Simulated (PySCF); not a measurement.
**NMR parameters of [TcOCl4]-**

[TcOCl4]-, [Cl4OTc]-, point group C4v.

Geometry:
```json
{"atom": "Tc1", "x (Å)": "0.000", "y (Å)": "0.000", "z (Å)": "0.194"}
{"atom": "O2", "x (Å)": "0.001", "y (Å)": "-0.002", "z (Å)": "1.808"}
{"atom": "Cl3", "x (Å)": "2.221", "y (Å)": "0.001", "z (Å)": "-0.506"}
{"atom": "Cl4", "x (Å)": "0.000", "y (Å)": "2.226", "z (Å)": "-0.494"}
{"atom": "Cl5", "x (Å)": "-2.222", "y (Å)": "0.001", "z (Å)": "-0.504"}
{"atom": "Cl6", "x (Å)": "0.000", "y (Å)": "-2.225", "z (Å)": "-0.498"}
```

Total charge -1.

GIAO calculations in PySCF 2.14 on the PBE0-D3(BJ)/def2-SVP structure: isolated species, scalar relativity only through the core potential, equivalent atoms averaged; basis pcSseg-1 (def2-TZVP on Tc).

(1) Give the isotropic shieldings (ppm) with KT2, PBE0.

(2) And the chemical shifts, against references computed in the same way?

(3) Which part of the shielding of Cl3/Cl4/Cl5/Cl6 depends on the functional?

Results:

(1) 
| atoms | environment | KT2 | PBE0 |
| --- | --- | --- | --- |
| Cl3/Cl4/Cl5/Cl6 | chlorine bonded to Tc | 649 | 721 |
| O2 | oxygen bonded to Tc | -478.5 | -629.9 |
| HOMO–LUMO gap (eV) | – | 1.31 | 3.71 |

(2) 
| atoms | nucleus, reference | KT2 | PBE0 |
| --- | --- | --- | --- |
| Cl3/Cl4/Cl5/Cl6 | ³⁵Cl, HCl | 294 | 222 |
| O2 | ¹⁷O, H2O | 809.2 | 964.4 |

(3) Diamagnetic: KT2 1149, PBE0 1147 ppm; paramagnetic: KT2 -500, PBE0 -426 ppm. The diamagnetic part, set mainly by inner electrons, hardly moves; the paramagnetic part goes with low-lying magnetically allowed excitations and carries the spread.

Tc is described by an effective core potential, so it has no shielding of its own here; spin–orbit effects on the atoms bonded to it, which can be large, are absent, and the values of these neighbours are rough. Unscaled 17O shifts of doubly bonded oxygen tend to come out too high, by tens of ppm or more. Experimental scales use liquid or dissolved standards, which lie at an offset from isolated H2O (liquid H2O: subtract about 36 ppm).
